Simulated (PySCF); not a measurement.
**UHF on Ni+ (nickel, charge +1)**

Configuration: [Ar] 3d8 4s1, high-spin 4F determinant (an excited configuration). Calculation: PySCF 2.14, in aug-cc-pwCVTZ (10s9p7d4f3g, 127 functions); no relativity, point nucleus.

```
Total energy                                     : -1506.621963 hartree
One-electron energy                              : -2084.4630 hartree
Hartree (Coulomb) energy                         : 639.4610 hartree
Exchange energy                                  : -61.6200 hartree
Kinetic energy                                   : 1506.64024 hartree
⟨S²⟩                                             : 3.7518
⟨L²⟩                                             : 12.027
Sum of ⟨r⟩                                       : 18.45 bohr
Sum of ⟨r²⟩                                      : 23.88 bohr²
Density at the nucleus (Gaussians lack the cusp) : 14800 bohr⁻³
Spin density at the nucleus                      : 5.48 bohr⁻³
Langevin diamagnetic susceptibility              : -18.9 ×10⁻⁶ cm³/mol
```

```csv
shell,electrons,mean orbital energy (eV),spread (eV),"rms radius, mean of both spins (bohr)"
1s α,1,-8325.1,0,0.0635
1s β,1,-8325.0,0,0.0635
2s α,1,-1041.5,0,0.268
2s β,1,-1039.4,0,0.268
2p α,3,-906.07,0,0.239
2p β,3,-904.09,0,0.239
3s α,1,-144.52,0,0.805
3s β,1,-138.85,0,0.805
3p α,3,-101.23,0,0.852
3p β,3,-94.710,0,0.852
3d α,5,-29.076,1.550,1.09
3d β,3,-26.438,0,1.09
4s α,1,-15.966,0,2.87
```

Spin-orbit constants ζ (cm⁻¹) from the X2C one-electron operator on these orbitals (non-relativistic here): bare nucleus, nucleus screened by l(l+1)(2l+1)/3 electrons, and screened by the Breit-Pauli mean field of the electrons.

| shell | bare | screened nucleus | mean field |
| --- | --- | --- | --- |
| 2p | 93950 | 87240 | n/a |
| 3p | 11520 | 10700 | n/a |
| 3d | 1162 | 747.1 | n/a |

To first order the Landé constant is A = -249.0 cm⁻¹, so the lowest level has J = 9/2 and lies 0.139 eV below the centre of the term. This holds in LS coupling only.
